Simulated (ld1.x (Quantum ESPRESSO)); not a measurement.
# Which change was made? (Si, RRKJ)

ld1.x (Quantum ESPRESSO) 7.5 input, shortened:

```
&input
   title='Si', zed=14., rel=1, dft='PBE', iswitch=3,
   config='[Ne] 3s2 3p0 3d-2'
 /
 &inputp
   pseudotype=2, tm=.false., rho0=0.02, lloc=0,
   nlcc=.true.
 /
3
3P  2  1   0.00   0.00  1.45  1.45  0.0
3D  3  2  -2.00   0.40  1.60  1.60  0.0
3S  1  0   2.00   0.00  1.70  1.70  0.0
 &test
   configts(1)='3s2 3p0'
 /
```

Cutoffs, loose and tight: the cutoffs (Ry, on a coarse ladder) from which the occupation-weighted sum of valence levels, in a spherical-Bessel basis at the reference potential, stays within 10 and 1 mRy of its value at 400 Ry. They do not see the model core or the augmentation charge, which bear on the density cutoff. Test errors are all-electron minus pseudo excitation energies from the reference, over the configurations 3s2 3p2; 3s2 3p1; 3s1 3p0; 3s1 3p3; 3s1 3p2; 3s2 3p1.5; 3s2 3p2.3; variants that change the core or the reference have their own tests.

The base gives: outcome: generated; cutoff, loose: 18 Ry; cutoff, tight: 40 Ry; bound ghosts: none; largest test error (meV): +29.

Problem. After one change the result is: outcome: generated; cutoff, loose: 18 Ry; cutoff, tight: 40 Ry; bound ghosts: none; largest test error (meV): +52. Which change was it?
A. core correction none
B. wave 3s (bound): rc 1.70 bohr becomes 3s (bound): rc 2.56 bohr
C. wave 3p (bound): rc 1.45 bohr becomes 3p (bound): rc 1.06 bohr
D. reference 3s2 3p1.5

Solution. A. The others give: wave 3p (bound): rc 1.45 bohr becomes 3p (bound): rc 1.06 bohr → outcome: failed: compute_chi: n is too large | wave 3s (bound): rc 1.70 bohr becomes 3s (bound): rc 2.56 bohr → outcome: generated; cutoff, loose: 10 Ry; cutoff, tight: 21 Ry; bound ghosts: none; largest test error (meV): +95 | reference 3s2 3p1.5 → outcome: generated; cutoff, loose: 40 Ry; cutoff, tight: 55 Ry; bound ghosts: none; largest test error (meV): +51.
